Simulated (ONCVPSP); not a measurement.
## Which change was made? (Nb, ONCV)

niobium (Nb), optimised norm-conserving Vanderbilt (ONCV), made with ONCVPSP 4.0.1 (PBEsol, scalar-relativistic). Core [Ar] 3d10, reference 4s2 4p6 4d3 5s2. Waves: 4s+5s: rc 2.05 bohr, ncon 4, nbas 7, qcut 6 1/bohr, 2 projectors; 4p: rc 1.80 bohr, ncon 4, nbas 7, qcut 6.4 1/bohr, 2 projectors, debl 3.9 Ha; 4d: rc 1.80 bohr, ncon 4, nbas 9, qcut 4.7 1/bohr, 2 projectors, debl 2.6 Ha. Local part: polynomial inside 1.25 bohr (lpopt 5, dvloc0 4 Ha). Core correction: none.

Cutoffs, loose and tight: the cutoffs (Ha) at which the residual kinetic energy of the hardest occupied pseudo-wave falls to 1 and 0.1 mHa per electron. They do not see the model core or the augmentation charge, which bear on the density cutoff. Test errors are all-electron minus pseudo excitation energies from the reference, over the configurations 4s2 4p6 4d4 5s1; 4s2 4p6 4d4 5s0; 4s2 4p6 4d3 5s0; 4s2 4p6 4d4 5s0 5p1; variants that change the core or the reference have their own tests.

The base gives: outcome: generated; cutoff, loose: 42 Ha; cutoff, tight: 92 Ha; bound ghosts: d; GHOST(+) flags above zero: d; largest test error (meV): -9.2.

Problem. After one change the result is: outcome: generated; cutoff, loose: 42 Ha; cutoff, tight: 92 Ha; bound ghosts: none; GHOST(+) flags above zero: s, p; largest test error (meV): -20. Which change was it?
A. d: nproj 0; local potential the d channel
B. local potential polynomial inside 1.25 bohr (lpopt 5, dvloc0 5 Ha)
C. d: rc 1.22; local potential polynomial inside 1.22 bohr (lpopt 5, dvloc0 4 Ha)

Solution. A. The others give: local potential polynomial inside 1.25 bohr (lpopt 5, dvloc0 5 Ha) → outcome: generated; cutoff, loose: 42 Ha; cutoff, tight: 92 Ha; bound ghosts: none; GHOST(+) flags above zero: none; largest test error (meV): -8.7 | d: rc 1.22; local potential polynomial inside 1.22 bohr (lpopt 5, dvloc0 4 Ha) → outcome: generated; cutoff, loose: 78 Ha; cutoff, tight: 199 Ha; bound ghosts: none; GHOST(+) flags above zero: d; largest test error (meV): -12.
